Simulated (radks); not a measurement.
Coulomb parameter of the 3d shell of the titanium ion Ti+ in the model configuration [Ar] 3d2 4s1, as a second difference U = [E(n + 0.5) + E(n - 0.5) - 2 E(n)] / (0.5)^2 with all orbitals relaxed. "Bare": the charge of the atom changes with n. "Screened": the 4s shell takes up the change at fixed total charge, which measures U(3d,3d) + U(4s,4s) - 2 U(3d,4s). Method: Dirac Kohn-Sham, PBE, spin-unpolarised, spherical densities, finite nucleus; open shells are shared between the two j in proportion to 2j + 1; Fermi nuclear charge, rms radius 3.5921 fm; computed with a radial shooting solver on a logarithmic mesh with Libxc functionals.

case              configuration  E - E(n) (eV)
start              [Ar] 3d2 4s1          0.000
bare +0.5        [Ar] 3d2.5 4s1         -4.307
bare -0.5        [Ar] 3d1.5 4s1          7.224
screened +0.5  [Ar] 3d2.5 4s0.5         -0.224
screened -0.5  [Ar] 3d1.5 4s1.5          0.834

U(bare) = 11.665 eV, U(screened by 4s) = 2.442 eV.
